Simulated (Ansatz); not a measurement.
Ansatz (a program for electronic structure) input for HfCl3, SMILES [Cl][Hf]([Cl])[Cl] (connectivity only; charge and spin as stated), neutral, multiplicity 2, CAM-B3LYP/def2-SVPD. The structure is a stationary point at PBE0-D3(BJ)/def2-SVP. The multiplicity is an assumed one; other spin states were not compared. The isomer is the one that the SMILES or the coordinates give; other isomers of the formula were not compared. The def2 effective core potentials stand for the cores of Hf; spin–orbit coupling is left out.

Ansatz 0.2 input:
```yaml
crystal:
  periodic: [false, false, false]
  atoms:
    - {symbol: Hf, position_ang: [-0.00000000, 0.00000000, 0.00000000]}
    - {symbol: Cl, position_ang: [2.33456083, 0.00000000, 0.00000000]}
    - {symbol: Cl, position_ang: [-1.16728042, -2.02178899, 0.00000000]}
    - {symbol: Cl, position_ang: [-1.16728041, 2.02178899, -0.00000000]}
basis:
  gaussian:
    orbitals: def2-SVPD
hamiltonian:
  xc: {name: CAM-B3LYP}
magnetization: {spin_polarized: true, initial_magnetization: 1}
```

It prints:

```
WARN ansatz: RAYON_NUM_THREADS=1 ignored (pool sized by the plan → 1); use --threads N
Functional definition: CAM-B3LYP
integrals: 0.07 GiB planned
1055 factors; integrals over basis functions are off by at most 7.9e-4 eV
integrals: 0.15 GiB planned
369 factors; integrals over basis functions are off by at most 3.2e-5 eV
mean field: 1.16 GiB planned
mean field evaluation 1: about -38866.1855 eV, gradient 1.9e1 eV
mean field evaluation 2: about -38864.1306 eV, gradient 3.0e1 eV
mean field evaluation 4: about -38868.7592 eV, gradient 1.0e0 eV
mean field evaluation 8: about -38868.8039 eV, gradient 1.6e-2 eV
mean field evaluation 16: about -38868.8039 eV, gradient 3.7e-5 eV
mean field -38868.80391640 eV, -1428.4021977061 hartree, gradient 3.6e-5 eV, S^2 0.751470; 1 other end points of the search recorded, 0 dependent functions left out
reference -38868.80403754 eV, -1428.4022021580 hartree; 32, 31 occupied and 84, 85 virtual orbitals, 1055 factors
Total energy: -38868.80403754 eV, -1428.4022021580 hartree
```

The run converged.

Cost: roughly 7 core-seconds.
